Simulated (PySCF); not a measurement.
# N²⁺ (nitrogen, charge +2) across methods

[He] 2s2 3s1, 2S determinant (an excited configuration). Calculation: PySCF 2.14, in x2c-TZVPPall with one added diffuse shell each of s, p, d type (6s4p3d1f, 40 functions); the spin-free X2C one-electron Hamiltonian (Gaussian nucleus).

| method | E (hartree) | mean ε 2s α (eV) | mean ε 2s β (eV) | mean ε 3s α (eV) | Σ⟨r²⟩ (bohr²) | ⟨S²⟩ |
| --- | --- | --- | --- | --- | --- | --- |
| revPBE | -51.9661 | -58.498 | -58.188 | -17.468 | 13.98 | 0.750 |
| wB97X | -51.9663 | -63.186 | -62.937 | -19.862 | 14.14 | 0.750 |
| UHF | -51.83278 | -66.157 | -65.425 | -19.662 | 14.53 | 0.750 |
| PBE0 | -51.9134 | -60.651 | -60.224 | -18.117 | 14.06 | 0.750 |
| r2SCAN | -51.9209 | -58.875 | -58.653 | -17.440 | 14.12 | 0.750 |
| PBE | -51.9043 | -58.507 | -58.148 | -17.440 | 13.98 | 0.750 |
| TPSSh | -51.9725 | -59.643 | -59.319 | -17.713 | 14.02 | 0.750 |
| LDA | -51.4917 | -58.264 | -57.893 | -17.297 | 14.05 | 0.750 |

Question: Estimate the same row for B3LYP.

Answer: E (hartree) = -51.9667; mean ε 2s α (eV) = -60.285; mean ε 2s β (eV) = -59.931; mean ε 3s α (eV) = -17.907; Σ⟨r²⟩ (bohr²) = 13.97; ⟨S²⟩ = 0.750.

The outer electron is Rydberg-like, and this basis confines it to a smaller radius and binds it less than a complete one would.
